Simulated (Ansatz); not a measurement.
`[Cl][GeH2]`• → Cl• + Ge• + 2 H•  (atomization)

Calculated with Ansatz (gas phase, PBE0-D4/def2-TZVP geometries, no zero-point term in ΔE). CCSD(T)/CBS adds triple-zeta CCSD(T) − MP2 to the extrapolated MP2 energy (def2 sets, frozen cores). This one scheme is used for every species, atoms too. Open shells (•) are unrestricted, without spin–orbit coupling. Spin–orbit coupling would lower the free atoms: a little for Cl; clearly for Ge. For Ge outer-core shells are correlated without core-valence functions, so the limit isn't a true one: a few kJ/mol of doubt a bond, and 10 to 20 or more in all where bonds break to atoms. Scalar relativity is left out up to krypton.

```tsv
level	ΔE (kcal/mol)
CCSD/def2-SVP	197.6
HF/def2-QZVPP	160.4
```

(1) What does CCSD(T)/CBS give? (Best estimate.)

Largest T1 diagnostic among the species: 0.012.

## Answers

(1) Computed: +217.7 kcal/mol. The listed levels differ from it by -20.1, -57.3 kcal/mol.

From PBE to PBE0 (25 % exact exchange), in def2-TZVPP and without D4, ΔE moves by −1.6 kcal/mol: exact exchange takes away binding that semilocal exchange gives to molecules. At CCSD(T), def2-SVP lies −17.8 kcal/mol from the extrapolated value and def2-TZVPP −3.8 kcal/mol: correlation converges slowly with the basis, and small sets miss more of it in the bonded molecule than in its fragments. The D4 term adds +2.5 kcal/mol with B3LYP and +1.2 kcal/mol with PBE0; it sums over pairs of atoms, weighted by their polarisabilities, and B3LYP, whose exchange is more repulsive, gets the larger term.

B3LYP here is the variant with VWN-RPA as its local correlation; programs differ in this.

For atomizations the MP2-based limit and the directly extrapolated one differ by several kJ/mol either way, and by 10 to 25 for some Ge, Se and Sn compounds, so smaller differences from it don't rank the levels.
